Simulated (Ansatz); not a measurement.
Mg₃N₂⁻. The state is a doublet with charge -1. Geometry B3LYP-D4/def2-SVPD; atoms count from 1.

```xyz
5

Mg    0.131    1.090    0.950
Mg    0.465    0.025   -1.388
Mg   -1.225   -2.293    0.901
N     1.003    1.887   -0.724
N    -0.374   -0.709    0.261
```

The charge -1 doublet is spin-contaminated (final ⟨S²⟩ up to 1.65, 0.75 for a pure state). The geometry of the doublet was relaxed on an unsound state (⟨S²⟩ 1.54, where a pure state has 0.75). Another isomer (doublet) lies 1.76 eV lower at PBE0-D4/def2-TZVPD; other spin states weren't run for this one.

Q: Estimate the Mulliken populations from the PBE0/def2-TZVPD orbitals of Ansatz.

A: 
| atom | charge (e) | spin (α − β) |
| --- | --- | --- |
| Mg1 | 0.19 | -0.61 |
| Mg2 | 0.17 | -0.61 |
| Mg3 | -0.28 | 0.56 |
| N4 | -0.81 | 1.20 |
| N5 | -0.28 | 0.47 |
Mulliken values and Mayer orders depend strongly on the basis. With diffuse functions, as here, like atoms can get unlike values, and bond orders can come out too low or too high.

Q: Where does the spin sit?

A: Summed by element: Mg -0.66, N 1.66, of 1 unpaired in all. Largest on single atoms: N4 1.20, Mg2 -0.61, Mg1 -0.61.

Q: And the Mayer bond orders between bonded heavy atoms (over 0.3)?

A: Mg1–N4 0.72 (2.05 Å); Mg1–N5 0.47 (1.99 Å); Mg2–N4 0.71 (2.05 Å); Mg2–N5 0.47 (1.99 Å); Mg3–N5 0.50 (1.91 Å). Values over 0.3 also appear between atoms too far apart for a bond (Mg1–Mg3 0.54 at 3.65 Å; Mg2–Mg3 0.54 at 3.67 Å); they arise where an orbital or an unpaired electron spreads over both atoms.
